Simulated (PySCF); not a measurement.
Polarisability and C₆ of Ta⁺ (tantalum, charge +1)

[Xe] 4f14 5d2 6s2, high-spin 3F determinant (an excited configuration). Computed with PySCF 2.14 in x2c-TZVPPall with one added diffuse shell each of s, p, d, f type (12s8p8d4f1g, 113 functions), with the spin-free X2C one-electron Hamiltonian (Gaussian nucleus). Coupled (time-dependent) response in atomic units; α is the mean over directions.

```
method  mean α (bohr³)  C₆ (like pair)  S(−4)
  PBE0           47.80           479.7  801.0
```

S(−4) is the Cauchy moment in α(ω) = α(0) + S(−4) ω² + …

Spin-orbit coupling is absent.

α(iu) at PBE0:

```tsv
u (hartree)	α(iu) (bohr³)
0	47.80
0.0500	45.89
0.100	41.13
0.200	29.79
0.300	21.29
0.500	12.36
0.750	7.686
1.00	5.427
1.50	3.249
2.00	2.197
3.00	1.199
5.00	0.5106
```

For an ion, C₆ is the dispersion term alone; charge-induced terms of lower order in 1/R come first.

Spin-orbit coupling, absent here, splits the open shell strongly.
